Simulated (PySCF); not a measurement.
Gas-phase reaction: 3 H₃SiOH ⇌ (H₂SiO)₃ + 3 H₂

Method: PySCF energies plus ideal-gas RRHO corrections (1 bar). † marks an energy on the PBE0/def2-TZVP geometry and frequencies; other levels use their own. CCSD(T) freezes the core. All species are closed-shell singlets. H₃SiOH, (H₂SiO)₃: computed as isolated molecules; such fragments, hydroxides, amides, oligomers or adducts are transient or little studied in the gas. CCSD(T) isn't extrapolated to the basis-set limit. The harmonic model lacks anharmonicity and excited electronic states, which grow with temperature; levels with a mode under 35 cm⁻¹ are left out. Internal rotation in H₃SiOH is treated as a harmonic vibration of one conformer, which makes the entropy rough. Soft modes under 120 cm⁻¹ make the harmonic entropy rough for (H₂SiO)₃.

| level | ΔE electronic, kJ | ΔH°(298 K), kJ | ΔS°(298 K), J/K | ΔG°(1800 K), kJ |
|---|---|---|---|---|
| CCSD(T)/def2-SVP† | -261 | -294 | -30 | -282 |
| HF/def2-TZVP† | -298 | -331 | -30 | -319 |
| M06-2X/def2-TZVP† | -344 | -378 | -30 | -365 |
| PBE/def2-TZVP† | -271 | -304 | -30 | -291 |
| PBE0/def2-TZVP | -278 | -312 | -30 | -299 |
ΔH° is lowest at M06-2X/def2-TZVP† and highest at CCSD(T)/def2-SVP†. No reference value is set beside these.
